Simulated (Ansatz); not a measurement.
Frontier orbitals of BBrClH3Si, SMILES `B[SiH](Cl)Br`.

Total charge 0; spin multiplicity 1. Correlated methods include outer-core shells of Br, which these sets cover unevenly. Scalar relativity is left out up to krypton. All single points use the PBE0-D4/def2-TZVP geometry. Basis def2-TZVPP, Ansatz.

Orbital energies of one run (eV). Highest occupied ones, from the top: -10.23, -11.06, -11.39, -11.97, -12.56, -12.74, -13.60, -14.10, -16.42, -18.49, -24.94, -26.41, -75.29, -75.29. Empty: 0.23, 1.46, 1.90, 2.42, 3.04, 3.62.

Problem. Which functional gave them?
A. ωB97M-V
B. LDA (SPW92)
C. B3LYP
D. r2SCAN

Solution. A. HOMO energies: ωB97M-V -10.23, B3LYP -7.95, r2SCAN -7.25, LDA (SPW92) -7.09 eV.

B3LYP here is the variant with VWN-RPA as its local correlation; programs differ in this.
